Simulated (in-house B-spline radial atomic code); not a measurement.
Results of a calculation; reference values are marked as such.
## Building a PAW p channel for Si, r_c = 2.35 bohr

Si, [Ne] 3s2 3p2, non-relativistic PBE, spherical and spin-unpolarised, from an all-electron radial atomic-structure program (B-spline basis) (atomic units; all potentials screened as in the neutral atom).

Two all-electron partial waves φ1, φ2 are integrated outwards at E1 = ε(3p) = -0.150317 and E2 = E1 + 0.5 hartree; φ1 is the bound orbital and φ2 has unit norm inside r_c = 2.3463 bohr. Smooth partners are polynomials, r^2(a0 + a1 r² + a2 r⁴ + a3 r⁶), matched to φ and three derivatives at r_c, with no condition on the norm. The local potential is -2.95501 + (1.09882) r² + (-0.18636) r⁴ + (0.0121509) r⁶ inside 1.924 bohr and the all-electron one outside.

| wave | φ(r_c) | φ'(r_c) | a0 | a1 | a2 | a3 |
| --- | --- | --- | --- | --- | --- | --- |
| 1 | 0.6182641 | -0.06007021 | 0.3896865 | -0.08849355 | 0.008820108 | -0.000344743 |
| 2 | 0.4982972 | -1.058543 | 0.8654899 | -0.2560492 | 0.02673808 | -0.00105326 |

Inside r_c the overlaps are <φi φj> = [[0.41392, 0.62453], [0.62453, 1.00000]] and, for the smooth waves, [[0.41586, 0.62494], [0.62494, 0.99467]]. With χj = (Ej − T − V_local) applied to smooth wave j, the program's quadrature gives the matrix B_ij = <smooth i, χj> as [[0.07280, 0.14406], [0.14385, 0.29312]].

(1) Check the match of the first wave, and find the augmentation charges q_ij.

(2) B isn't symmetric. Show that D_ij = B_ij + Ej q_ij is.

Solving (T + V_local + Σ p D p) ψ = E (1 + Σ p q p) ψ in a sphere of 9 bohr, whose wall lifts the free-atom level a little, gives these levels:

```
all-electron  one projector  two projectors
   -0.149795      -0.149795       -0.149795
    0.107539       0.107346        0.107539
    0.433755       0.431989        0.433755
    0.905896       0.897678        0.905810
    1.517090       1.490740        1.515990
```

(3) What does the second projector gain?

Answers

(1) At r_c the four terms are 2.14527, -2.68192, 1.47155, -0.31664, which sum to 0.6183, φ1(r_c) to rounding. q_ij is the all-electron overlap less the smooth one: [[-0.00193, -0.00041], [-0.00041, 0.00533]]. The smooth first wave has a norm of 0.4159 inside r_c against 0.4139, so q11 is negative and must stay small enough for the overlap operator to be positive.

(2) Integrating by parts gives B12 − B21 = (E1 − E2) q12: 0.14406 − (0.14385) = 0.00020, and −0.5 × (-0.00041) = 0.00021. So D12 = 0.14406 + (0.349683)(-0.00041) = 0.14391 and D21 = 0.14385 + (-0.150317)(-0.00041) = 0.14391; D11 = 0.07309, D22 = 0.29498. The projectors, p = (B⁻¹)ᵀ χ, are dual to the smooth waves; det B = 0.00062, small beside B11 B22, as the two smooth waves look alike inside r_c.

(3) With one projector the errors are 0.00, -0.19, -1.77, -8.22, -26.35 millihartree. With two the errors are 0.00, 0.00, 0.00, -0.09, -1.10 millihartree. The scattering is exact at E1 and at E2 = 0.350, and over all levels compared the largest error is 1.1 millihartree. The lowest eigenvalue of the overlap operator is 0.9827 with one and 0.9757 with two projectors. The smooth orbital alone needs a cutoff of 3.18 hartree for 1 millihartree of kinetic energy, against 3.18 for a norm-conserving Troullier-Martins orbital of the same radius.
